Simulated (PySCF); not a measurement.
C₂H₈F₂Si₂, SMILES CC([SiH2]F)[SiH2]F. Atoms are numbered in the order given.

```xyz
14

C      0.1302    -1.6679     1.4756
C      0.2371    -0.9686     0.1010
Si    -1.4217    -0.3462    -0.5423
F     -1.7778     1.0566     0.2439
Si     1.4954     0.4376     0.1628
F      1.2842     1.3883    -1.1643
H     -0.2715    -0.9794     2.2475
H      1.1151    -2.0303     1.8395
H     -0.5452    -2.5469     1.4360
H      0.6063    -1.6843    -0.6705
H     -2.5096    -1.3305    -0.2116
H     -1.3828    -0.0703    -2.0147
H      1.2961     1.2743     1.3913
H      2.8991    -0.0983     0.1195
```

Geometry: PBE-D3(BJ)/def2-SVP. This is a generated structure with no PubChem entry under its InChIKey; it may be hypothetical. One conformer was computed; it need not be the lowest.

These are PBE-D3(BJ)/def2-SVP (PySCF) values and carry that method's errors.

Frequencies are harmonic and unscaled.

| mode | ν (cm⁻¹) | IR (km/mol) | moving atoms (share of kinetic energy) |
|---|---|---|---|
| 1 | 53 | 0.7 | F 76 %, H 10 % |
| 2 | 61 | 1.2 | F 35 %, Si 26 %, H 24 %, C 14 % |
| 3 | 102 | 0.5 | F 54 %, Si 26 %, H 14 % |
| 4 | 139 | 6.7 | F 44 %, H 23 %, C 17 %, Si 16 % |
| 5 | 195 | 1.1 | H 89 % |
| 6 | 213 | 0.3 | C 37 %, H 35 %, Si 26 % |
| 7 | 301 | 7.1 | C 37 %, F 25 %, H 20 %, Si 17 % |
| 8 | 350 | 4.8 | Si 40 %, H 26 %, C 21 %, F 13 % |
| 9 | 514 | 4.3 | H 39 %, Si 37 %, C 23 % |
| 10 | 602 | 23.5 | H 68 %, Si 22 %, C 8 % |
| 11 | 640 | 21.6 | H 56 %, C 29 %, Si 11 % |
| 12 | 701 | 25.2 | H 91 % |
| 13 | 709 | 21.2 | H 88 % |
| 14 | 753 | 95.1 | C 41 %, H 37 %, Si 18 % |
| 15 | 825 | 3.9 | F 50 %, H 32 %, Si 18 % |
| 16 | 829 | 22.4 | F 43 %, H 40 %, Si 15 % |
| 17 | 868 | 247.4 | H 64 %, Si 23 %, F 12 % |
| 18 | 910 | 183.5 | H 69 %, Si 15 %, C 9 % |
| 19 | 926 | 108.7 | H 89 %, Si 9 % |
| 20 | 936 | 82.4 | H 87 %, Si 10 % |
| 21 | 945 | 50.0 | H 78 %, C 15 % |
| 22 | 986 | 62.7 | H 82 %, Si 10 % |
| 23 | 1029 | 54.3 | C 78 %, H 20 % |
| 24 | 1091 | 29.0 | H 54 %, C 45 % |
| 25 | 1212 | 3.9 | H 69 %, C 30 % |
| 26 | 1347 | 0.3 | H 83 %, C 16 % |
| 27 | 1423 | 8.3 | H 96 % |
| 28 | 1428 | 9.0 | H 97 % |
| 29 | 2165 | 191.1 | H 97 % |
| 30 | 2171 | 56.7 | H 97 % |
| 31 | 2193 | 88.8 | H 96 % |
| 32 | 2198 | 123.8 | H 96 % |
| 33 | 2960 | 26.7 | H 97 % |
| 34 | 2966 | 3.0 | H 93 % |
| 35 | 3040 | 11.5 | H 91 %, C 9 % |
| 36 | 3054 | 9.4 | H 91 %, C 9 % |
